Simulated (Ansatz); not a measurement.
```yaml
crystal:
  periodic: [false, false, false]
  atoms:
    - {symbol: C, position_ang: [-1.219749, 1.281939, 0.185301]}
    - {symbol: In, position_ang: [0.277305, 1.693450, 1.682447]}
    - {symbol: Ge, position_ang: [1.091974, -1.343821, -0.339467]}
    - {symbol: H, position_ang: [-0.828582, 1.329908, -0.789907]}
    - {symbol: H, position_ang: [-1.988669, 1.996762, 0.253264]}
    - {symbol: H, position_ang: [-1.658228, 0.333955, 0.310514]}
    - {symbol: H, position_ang: [1.488930, -0.372227, 0.711685]}
    - {symbol: H, position_ang: [-0.163936, -1.994389, 0.064534]}
    - {symbol: H, position_ang: [0.916052, -0.628708, -1.612280]}
    - {symbol: H, position_ang: [2.164582, -2.346116, -0.463306]}
basis:
  gaussian: {orbitals: def2-SVP}
hamiltonian: {xc: {name: HF}}
correlation: {active_space: {window: {electrons: 6, orbitals: 2}}}
output: {forces: true}
```

```sh
$ ansatz run in.yaml --threads 4 --pin off --events-out ev --progress --plain --max-ram 10444MiB
```

Q: How does Ansatz answer? (Best estimate.)

A: Ansatz gave: The run stopped with an error.
```
Functional definition: HF
1159 factors; integrals over basis functions are off by at most 1.4e-3 eV
mean field evaluation 1: about -62751.3351 eV, gradient 3.0e1 eV
mean field evaluation 2: about -62751.3743 eV, gradient 3.0e1 eV
mean field evaluation 4: about -62754.2833 eV, gradient 2.5e0 eV
mean field evaluation 8: about -62754.3273 eV, gradient 1.9e-1 eV
mean field -62754.32747719 eV, -2306.1789983758 hartree, gradient 6.0e-6 eV, S^2 0.000000; 0 other end points of the search recorded, 0 dependent functions left out
reference -62754.32747719 eV, -2306.1789983758 hartree; 33, 33 occupied and 74, 74 virtual orbitals, 1159 factors
Error: 6 electrons in 2 orbitals form no window around the highest filled level of the reference
```
